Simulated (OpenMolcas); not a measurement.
Zr II.

* Program: OpenMolcas 26.06
* Basis: ANO-R2 [7s5p4d2f1g]
* Scalar Hamiltonian: X2C, finite nucleus
* Active space: 3 electrons in 6 orbitals (4d 5s)
* State averaging: 2S+1 = 4 even, 20 roots; 2S+1 = 2 even, 64 roots
* Spin-orbit coupling: state interaction with AMFI integrals over the reference wave functions, term energies averaged over their components

Two sets of levels on these reference wave functions, in cm⁻¹ above 4d² 5s ⁴F_3/2: one from CASSCF and one from MS-CASPT2, IPEA 0.25 Eh, imaginary shift 0.1 Eh (closed shells correlated: 4s 4p).

```
           Level  Set 1  Set 2
   4d² 5s ⁴F_3/2    0.0    0.0
   4d² 5s ⁴F_5/2    305    308
   4d² 5s ⁴F_7/2    729    741
   4d² 5s ⁴F_9/2   1260   1276
      4d³ ⁴F_3/2   3200   2440
      4d³ ⁴F_5/2   3530   2800
      4d³ ⁴F_7/2   3960   3250
      4d³ ⁴F_9/2   4460   3740
4d² 5s ²D_3/2(1)   6250   3780
4d² 5s ²D_5/2(1)   6550   4060
      4d³ ²P_1/2   7790   5390
      4d³ ²P_3/2   8210   5780
   4d² 5s ⁴P_1/2   9270   7940
   4d² 5s ²F_5/2   9340   5510
   4d² 5s ⁴P_3/2   9460   8120
   4d² 5s ⁴P_5/2   9780   8430
```

Task: Which set is which?

Result: Set 2 is MS-CASPT2. Its levels of the other terms of 4d² 5s lie at 0.59 to 0.86 of the other set's values, as expected, since terms of lower spin or lower L gain more correlation energy than the Hund ground term.

CASPT2 does not keep the components of a term degenerate, so their means are used; among the terms shown or strongly mixed into the levels shown the widest spread is 960 cm-1 (4d² 5s ²F, MS-CASPT2). Configurations are named by rounded mean occupations; where the s occupation lies near a half they are strongly mixed, a name can repeat and a true partner stay unpaired. A single d shell beside an s shell can misplace configurations of different d count against each other. Without dynamic correlation excited terms often stand tens of per cent too high (terms of higher spin than the ground term too low), and those without a measured partner can miss by more than the paired ones (holds for CASSCF). The CASPT2 spread within a term exceeds the gap to the next term for 4d³ ⁴F and 4d² 5s ²D(1), 4d³ ²P and 4d² 5s ²F, so the order of their levels is uncertain, and so are names and mixing where such terms share a J (holds for MS-CASPT2). Only configurations of the active space appear. Levels that lie high or do not pair safely by name in every column are left out.

A number in round brackets counts repeated terms of one configuration in the order of the reference energies.
